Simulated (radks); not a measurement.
Question: Spherical quantum dot in the effective-mass picture: electrons in a hard-walled sphere of radius 11.4, with a point charge +2 (a donor) at the centre, all in effective atomic units (hartree* = m*/eps^2 hartree, bohr* = eps/m* bohr), one dielectric constant everywhere. Calculated with a radial shooting solver with Libxc functionals: non-relativistic Kohn-Sham, LDA (Slater exchange, Perdew-Wang correlation), spin-polarised, spherical densities. Levels are named by radial order and angular momentum (1s, 1p, 1d, 2s, ...), and open shells are averaged over m. Results are scaled to m* = 0.139 and eps = 17.6, for which hartree* = 12.21 meV and bohr* = 6.7 nm. At N = 6 the configuration is 1s2 1p(up 3, down 0) 2s(up 1, down 0). Does electron 7 go into 2s down or 1d up or 1p down?

Answer: Into 2s down. The total energies of the other choices lie higher by 0.240 meV (1p down), 0.350 meV (1d up).
